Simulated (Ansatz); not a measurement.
`[Cl][Hf]([Cl])([SeH])[SeH]`. The species carries charge 0 and has multiplicity 1. Hf: def2 effective core potential. Geometry: relaxed with PBE0-D4/def2-TZVP. It is one conformer, not always the lowest.

```xyz
7

Cl    1.977   -1.320   -0.295
Hf   -0.162   -0.425   -0.105
Cl   -1.752   -1.733   -1.179
Se   -0.851   -0.145    2.329
Se   -0.170    1.950   -1.038
H     0.549    0.249    2.578
H     0.409    1.424   -2.290
```

What is the dipole moment at ωB97M-V/def2-TZVPP? (An estimate is asked.)

The calculation gave: 0.50 D, with components (0.50, 0.05, 0.05) D in this frame, pointing from negative to positive charge.

And with PBE, r2SCAN, B3LYP? (Estimate.)

The calculation gave: PBE 0.51 D, r2SCAN 0.54 D, B3LYP 0.49 D.

Give the Mulliken charges with ωB97M-V, B3LYP, r2SCAN in def2-TZVPP. (Best estimate.)

The calculation gave: 
| atom | ωB97M-V | B3LYP | r2SCAN |
| --- | --- | --- | --- |
| Cl1 | -0.19 | -0.23 | -0.24 |
| Hf2 | 0.58 | 0.69 | 0.72 |
| Cl3 | -0.18 | -0.22 | -0.23 |
| Se4 | -0.19 | -0.18 | -0.20 |
| Se5 | -0.20 | -0.19 | -0.22 |
| H6 | 0.10 | 0.07 | 0.09 |
| H7 | 0.08 | 0.06 | 0.08 |

B3LYP here is the variant with VWN-RPA as its local correlation; programs differ in this.

Program: Ansatz 0.2.0.
